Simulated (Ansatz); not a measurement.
A calculation with Ansatz (development build ahead of 0.2.0).

```yaml
crystal:
  periodic: [false, false, false]
  atoms:
    - { symbol: C, position_ang: [0.0, 0.65801, 0.0] }
    - { symbol: C, position_ang: [-1.14359, 1.28865, 0.0] }
    - { symbol: C, position_ang: [-2.23635, 0.65074, 0.0] }
    - { symbol: C, position_ang: [-2.23635, -0.65074, 0.0] }
    - { symbol: C, position_ang: [-1.14359, -1.28865, 0.0] }
    - { symbol: C, position_ang: [0.0, -0.65801, 0.0] }
    - { symbol: C, position_ang: [2.23635, 0.65074, 0.0] }
    - { symbol: C, position_ang: [1.14359, 1.28865, 0.0] }
    - { symbol: C, position_ang: [1.14359, -1.28865, 0.0] }
    - { symbol: C, position_ang: [2.23635, -0.65074, 0.0] }
    - { symbol: H, position_ang: [-1.14121, 2.29463, 0.0] }
    - { symbol: H, position_ang: [-3.11002, 1.14816, 0.0] }
    - { symbol: H, position_ang: [-3.11002, -1.14816, 0.0] }
    - { symbol: H, position_ang: [-1.14121, -2.29463, 0.0] }
    - { symbol: H, position_ang: [3.11002, 1.14816, 0.0] }
    - { symbol: H, position_ang: [1.14121, 2.29463, 0.0] }
    - { symbol: H, position_ang: [1.14121, -2.29463, 0.0] }
    - { symbol: H, position_ang: [3.11002, -1.14816, 0.0] }
basis:
  gaussian: { orbitals: def2-SVP }
hamiltonian:
  xc: hf
```

The input is written out in the form of the current development build from the run's settings.

Output:

| Item | Value |
| --- | --- |
| Converged | yes |
| Total energy | -382.88109 hartree |
| Spin squared of the determinant | 0.000 |

Caution: no unrestricted run beside it, a lower state can exist.
